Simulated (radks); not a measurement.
All-electron atom: Yb62+ in [He] 2s2 2p4. All-electron calculation, Dirac Kohn-Sham, PBE, spin-unpolarised, spherical densities, finite nucleus; open shells fill j = l - 1/2 first; Fermi nuclear charge, rms radius 5.3108 fm. Program: a radial shooting solver on a logarithmic mesh with Libxc functionals.

Spin-orbit splittings of the eigenvalues, e(l+1/2) - e(l-1/2), with zeta = 2 splitting/(2l+1) and mean radii in bohr:

shell,occ.,splitting (eV),zeta (eV),<r> j=l-1/2,<r> j=l+1/2
2p,4,1118,745.4,0.06663,0.07365
3p,0,314.3,209.5,0.1782,0.1883
3d,0,80.14,32.06,0.1599,0.1632
